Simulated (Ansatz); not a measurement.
C$_{3}$H$_{11}$AlOS, SMILES `C[O][Al-]([CH3])([CH3])[SH2+]`, charge 0, multiplicity 1.

Task: Give a relaxed structure at PBE0-D4/def2-TZVP (the Gaussian-basis code of Ansatz). (Estimate.)

Result: Computed: 
Z-matrix (Å, degrees):
```
C
O 1 1.389
H 1 1.100 2 111.2
H 1 1.097 2 110.5 3 -118.7
H 1 1.100 2 113.1 3 121.0
Al 2 1.717 1 131.4 3 -108.2
C 6 1.954 2 115.4 1 -171.1
C 6 1.966 2 117.6 1 -14.0
S 6 2.635 2 93.2 1 88.0
H 7 1.094 6 111.7 2 -34.8
H 7 1.095 6 111.0 2 84.5
H 7 1.095 6 112.4 2 -156.2
H 8 1.095 6 113.3 2 41.7
H 8 1.096 6 110.8 2 -78.0
H 8 1.095 6 111.9 2 163.3
H 9 1.343 6 93.4 2 -55.6
H 9 1.344 6 100.1 2 -148.9
```
This is one stationary point; other conformers may exist.
